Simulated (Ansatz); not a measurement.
Ansatz (a first-principles code) input:

Ansatz 0.2 input:
```yaml
crystal:
  periodic: [false, false, false]
  atoms:
    - {symbol: Ge, position_ang: [-0.01426658, -0.01909977, 0.97225137]}
    - {symbol: I, position_ang: [1.17561757, -1.89115665, -0.31358715]}
    - {symbol: I, position_ang: [-1.16700379, 1.90268858, -0.27343255]}
basis:
  gaussian:
    orbitals: def2-SVPD
magnetization: {spin_polarized: true, initial_magnetization: 2}
correlation: {method: ccsd_t, electrons: outside_noble_gas}
output: {forces: true}
```

What final total energy does it print?

-2668.74138 Eh (CCSD(T)/def2-SVPD). The basis has 108 functions.

This is an excited triplet: at this geometry the singlet lies 1.79 eV lower at RI-MP2/CBS(def2-TZVPPD,def2-QZVPPD)+[CCSD(T)-MP2]/def2-TZVPPD.
